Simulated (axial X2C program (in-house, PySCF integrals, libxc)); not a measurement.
# LiSn: cheaper levels and CCSD(T), 2c

Computed with an in-house all-electron X2C program for linear molecules (integrals from PySCF). Two-component (2c) means X2C with spin–orbit coupling and atomic mean-field two-electron Coulomb and Gaunt terms. Basis: Sn dyall-cv3z [11s12p9d4f1g], Li dyall-cv3z [7s8p2d] (cores contracted in-house); Gaussian nuclei, density fitting, unrestricted open shells. Masses: Sn 119.902 u, Li 7.016 u.

State: Ω = 3/2 (⟨Sz⟩ = 1.47, ⟨Lz⟩ = 0.03 at HF); fragments Sn + Li.

```json
{"level": "PBE0", "Re (Å)": "2.585", "ωe (cm⁻¹)": "363.2"}
{"level": "HF", "Re (Å)": "2.626", "ωe (cm⁻¹)": "357.2"}
{"level": "MP2", "Re (Å)": "2.598", "ωe (cm⁻¹)": "365.7"}
{"level": "CCSD", "Re (Å)": "2.608", "ωe (cm⁻¹)": "361.4"}
{"level": "TPSS", "Re (Å)": "2.593", "ωe (cm⁻¹)": "357.0"}
```

Correlated methods: 15 electrons correlated (number of frozen shells: Sn 4 s, 3 p, 1 d; Li 1 s), 233 virtual spin orbitals or spinors in MP2, 90 natural virtuals in coupled cluster.

CCSD(T), same Hamiltonian and basis:

Re = 2.607 Å, ωe = 362.3 cm⁻¹; T1 = 0.012 (Lee–Taylor normalisation).

Problem. Give the differences from CCSD(T) in the columns below.

Solution. 

| level | ΔRe (Å) | Δωe (cm⁻¹) |
| --- | --- | --- |
| PBE0 | -0.022 | 1 |
| HF | 0.019 | -5 |
| MP2 | -0.009 | 3 |
| CCSD | 0.001 | -1 |
| TPSS | -0.014 | -5 |

One determinant describes the state; a PBE0 search over occupations chose it and may have missed a lower one. De is not given where an atomic determinant may have missed its ground term or J level, or where the truncated virtual space spoils (T). Density functionals use the spin component along the axis (collinear). CCSD and (T) use frozen natural virtuals with an MP2 correction for the truncation; (T) itself is uncorrected, so its De runs slightly low. PBE0 can misorder states that lie within some tenths of an eV, so this need not be the ground state of the molecule. The nearest other 2c determinant of the search, Ω = 1/2, lies 0.32 eV up at the distance of the search. The functionals have no current-density term, which raises determinants with orbital currents, atoms included. With several unpaired electrons one determinant need not be a pure state. This is the top spin component of a Σ state; components of lower Ω are not single determinants and can lie lower.
